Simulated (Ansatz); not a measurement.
Cartesian coordinates (Å):
```xyz
11

C      0.5973    -1.1949     0.2778
B      0.1483     0.2986     0.4485
C     -1.3402     0.7341     0.2008
S      1.3012     1.6037     0.9123
H      0.6532    -1.4181    -0.7950
H     -0.1483    -1.8839     0.6856
H      1.5683    -1.4381     0.7107
H     -1.7080     0.3278    -0.7467
H     -1.9740     0.2923     0.9785
H     -1.5146     1.8106     0.2042
H      2.4168     0.8679     1.0619
```
Charge 0, multiplicity 1.

Method: frozen-core CCSD(T)/cc-pVTZ // B3LYP-D3(BJ)/def2-TZVP in Ansatz (an electronic-structure program).

```yaml
HF energy: -502.12915 Ha
MP2 correlation energy: -0.63750 Ha
```

Problem. Estimate the CCSD correlation energy, the (T) correction, the total energy and the T1 diagnostic.

Solution. 
- CCSD correlation energy = -0.68929 Ha
- (T) correction = -0.02834 Ha
- CCSD(T) total energy = -502.84678 Ha
- T1 diagnostic = 0.012
